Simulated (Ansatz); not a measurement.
Relaxation of a periodic cell of 19 atoms, C$_{18}$O (surface graphene monolayer, adsorbate O), to a largest force component of 0.08 eV/Å in at most 25 steps.

Method: Ansatz 0.2.0, DFT PBE, scalar-relativistic, plane waves, PAW. Settings: accuracy low, cutoff 420 eV, k mesh 2x2x1, fermi-dirac smearing 0.02 eV, spin collinear.

```xyz
19
Lattice="7.3980 0.0000 0.0000 -3.6990 6.4069 0.0000 0.0000 0.0000 11.0000" Properties=species:S:1:pos:R:3:forces:R:3
C 0.000 0.000 1.000 -0.22 -0.17 0.46
C 1.233 0.712 1.000 -3.87 -3.92 -4.34
C -1.233 2.136 1.000 0.25 -0.63 0.22
C 0.000 2.847 1.000 -0.91 0.61 1.03
C -2.466 4.271 1.000 -0.45 0.30 0.07
C -1.233 4.983 1.000 -0.10 0.36 -0.14
C 2.466 0.000 1.000 0.74 -5.52 -3.16
C 3.699 0.712 1.000 4.16 -2.43 -2.42
C 1.233 2.136 1.000 -4.04 1.84 -4.77
C 2.466 2.847 1.000 1.49 4.79 -4.30
C 0.000 4.271 1.000 0.63 0.03 0.21
C 1.233 4.983 1.000 -0.43 -0.35 0.12
C 4.932 0.000 1.000 -0.27 0.21 -0.21
C 6.165 0.712 1.000 -0.04 0.60 0.10
C 3.699 2.136 1.000 5.53 1.93 -3.60
C 4.932 2.847 1.000 -0.28 -0.15 -0.05
C 2.466 4.271 1.000 -0.07 0.62 0.68
C 3.699 4.983 1.000 0.53 -0.37 0.31
O 2.333 1.525 1.740 -2.65 2.25 19.78
```

Q: Where does it end, and by what steps?

A: The run converged. The threshold is loose, so the end isn't yet a minimum. Limits of this set-up: coarse k mesh, slab without dipole correction, low accuracy level. After 11 steps the energy has fallen by 11.599 eV; O19 moved furthest, 1.27 Å. The start is strongly strained (largest force component 20 eV/Å), so its close contacts needn't be bonds. Parted: C2–O19.

| step | energy less start (eV) | largest force component (eV/Å) | accepted |
| --- | --- | --- | --- |
| 0 | 0.0000 | 19.780 | yes |
| 1 | -4.3059 | 12.676 | yes |
| 2 | -6.8972 | 7.153 | yes |
| 3 | -8.5005 | 3.618 | yes |
| 4 | -9.7456 | 3.745 | yes |
| 5 | -10.7368 | 2.395 | yes |
| 6 | -11.3830 | 1.168 | yes |
| 7 | -11.5876 | 0.292 | yes |
| 8 | -11.5956 | 0.185 | yes |
| 9 | -11.5962 | 0.232 | yes |
| 10 | -11.5984 | 0.081 | yes |
| 11 | -11.5985 | 0.045 | yes |

```xyz
19
Lattice="7.3980 0.0000 0.0000 -3.6990 6.4069 0.0000 0.0000 0.0000 11.0000" Properties=species:S:1:pos:R:3
C 0.026 -0.059 0.885
C 1.261 0.626 0.971
C -1.215 2.089 0.885
C -0.003 2.816 0.971
C -2.437 4.222 0.890
C -1.217 4.927 0.900
C 2.476 -0.052 0.946
C 3.733 0.674 0.947
C 1.227 2.066 1.232
C 2.523 2.815 1.232
C 0.017 4.207 0.946
C 1.274 4.933 0.946
C 4.967 -0.045 0.899
C 6.187 0.659 0.890
C 3.753 2.065 0.972
C 4.965 2.792 0.885
C 2.489 4.255 0.971
C 3.724 4.941 0.885
O 1.874 2.441 2.487
```

Whether the end is a true minimum wasn't checked by a vibrational analysis.

Run time: 6.4 min on 1 thread of Arm Neoverse V2 (shared host), peak memory 0.88 GiB.
